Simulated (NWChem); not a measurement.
GeSiH$_{5}$, doublet; SMILES [GeH3][SiH2]

Program: NWChem. Spin-unrestricted. The geometry was optimised at PBE0/def2-SVP, spin-unrestricted. No stability test was run on the SCF state. Total energies compare along this basis series because the functional is fixed.

| level | basis functions | energy (Ha) | highest occupied level (eV) | lowest empty minus highest occupied level, either spin (eV) | dipole (D) | <S²> |
|---|---|---|---|---|---|---|
| PBE0/cc-pVDZ | 70 | -2369.0198 | -6.21 | 3.58 | 0.06 | 0.754 |
| PBE0/aug-cc-pVDZ | 108 | -2369.0216 | -6.25 | 3.53 | 0.06 | 0.754 |
| PBE0/cc-pVTZ | 147 | -2369.1041 | -6.25 | 3.58 | 0.06 | 0.754 |
| PBE0/aug-cc-pVTZ | 224 | -2369.1047 | -6.26 | 3.56 | 0.06 | 0.754 |
